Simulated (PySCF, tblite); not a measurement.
Isomers of C6H9NP2, one GFN2-xTB conformer each. Single-point energies are computed at PBE0/pcSseg-1 (PySCF, gas phase, no added dispersion term), electronic only.

Problem. Rank them by PBE0/pcSseg-1 energy, lowest first (kJ/mol).
A. `c1(pccpc1)N(C)C`
B. `CN(C)c1cpcpc1`

Solution. B (0.0), A (6.4).

Neighbours under 10 kJ/mol apart (CN(C)c1cpcpc1 and CN(C)c1cpccp1) can change places with a better method, another conformer or zero-point energy. GFN2-xTB itself gives, in the same order: 7.9, 0.0. GFN2-xTB puts CN(C)c1cpccp1 lowest instead.

Problem. Which frontier levels, dipoles and rotational constants go with these structures?

Solution. 
```csv
SMILES,"HOMO (eV, PBE0/pcSseg-1)",LUMO (eV),dipole (D),"A, B, C (MHz)"
CN(C)c1cpcpc1,-6.09,-1.71,4.20,"2015, 875.5, 621.0"
CN(C)c1cpccp1,-5.94,-1.90,3.06,"2043, 949.2, 653.6"
```

Problem. What happens when harmonic zero-point energies from GFN2-xTB frequencies are added?

Solution. 
```
       SMILES  ZPE (kJ/mol)  electronic (kJ/mol)  with ZPE (kJ/mol)
CN(C)c1cpcpc1         359.4                  0.0                0.0
CN(C)c1cpccp1         358.2                  6.4                5.2
```

The zero-point energies span 1.2 kJ/mol. The order is unchanged.

Problem. As an exercise, what shares would exp(−E/RT) give at 2000 K from these electronic energies alone (no entropy, no degeneracies)?

Solution. RT = 16.629 kJ/mol: CN(C)c1cpcpc1 59.5 %, CN(C)c1cpccp1 40.5 %.
